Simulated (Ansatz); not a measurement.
Reactions of FGeH$_{6}$NO$_{2}$Si, SMILES `[OH][GeH2][NH][SiH](O)F`.

Gas-phase electronic energies from Ansatz, PBE0-D4/def2-TZVP geometries. CBS: MP2 limit from def2 TZ/QZ plus the TZ coupled-cluster correction, frozen cores. This one scheme is used for every species. For Ge outer-core shells are correlated without core-valence functions, which leaves a few kJ/mol of doubt a bond. Scalar relativity is left out up to krypton. Each species was taken in one conformer, which may not be the lowest.

**Question.** Order these by ΔE at CCSD(T)/CBS, lowest first. (Best estimate.)
A. `[OH][GeH2][NH][SiH](O)F` + `CCS` → `O[SiH](F)CS` + `C[NH][GeH2][OH]`
B. `[OH][GeH2][NH][SiH](O)F` + `SS` → `[OH][GeH2][S]S` + `N[SiH](O)F`
C. `[OH][GeH2][NH][SiH](O)F` + `CBO` → `OB[SiH](O)F` + `C[NH][GeH2][OH]`
D. `[OH][GeH2][NH][SiH](O)F` + `CC[SiH](O)O` → `O[SiH](O)C[SiH](O)F` + `C[NH][GeH2][OH]`
E. `[OH][GeH2][NH][SiH](O)F` + `C[NH][GeH3]` → `C[N]([GeH3])[SiH](O)F` + `[NH2][GeH2][OH]`
F. `[OH][GeH2][NH][SiH](O)F` + `C[SiH](O)O` → `O[SiH](O)C[SiH](O)F` + `[NH2][GeH2][OH]`

**Answer.** B (-4.7 kcal/mol), E (+3.3 kcal/mol), F (+15.6 kcal/mol), D (+20.8 kcal/mol), A (+32.7 kcal/mol), C (+52.7 kcal/mol).

Largest T1 diagnostic: 0.013, for `OB[SiH](O)F`.
